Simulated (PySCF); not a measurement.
## Electron correlation in Te²⁺ (tellurium, charge +2)

[Kr] 4d10 5s2 5p2, high-spin 3P determinant. Computed with PySCF 2.14 in x2c-QZVPPall, with the spin-free X2C one-electron Hamiltonian (Gaussian nucleus). Frozen: [Ar] 3d10; 22 electrons correlated.

MP2 pair energies summed by pair of shells (mhartree):

| pair | energy | share (%) |
| --- | --- | --- |
| 4d-4d | -334.46 | 46.4 |
| 4p-4d | -108.02 | 15.0 |
| 4d-5s | -75.70 | 10.5 |
| 4d-5p | -47.25 | 6.6 |
| 4p-4p | -39.41 | 5.5 |
| 5s-5p | -32.38 | 4.5 |
| 4s-4d | -28.59 | 4.0 |
| 4s-4p | -14.82 | 2.1 |
| 5s-5s | -14.11 | 2.0 |
| 4p-5s | -10.32 | 1.4 |
| 4p-5p | -5.72 | 0.8 |
| 5p-5p | -4.83 | 0.7 |
| 4s-4s | -3.41 | 0.5 |
| 4s-5s | -1.31 | 0.2 |
| 4s-5p | -0.79 | 0.1 |

Total MP2 correlation energy: -721.13 mhartree.

Same-spin part -251.23 and opposite-spin part -469.90 mhartree; SCS-MP2 scales them by 1/3 and 6/5 to -647.62 mhartree.

This basis was not built for core-valence correlation, so the inner-shell part is incomplete.
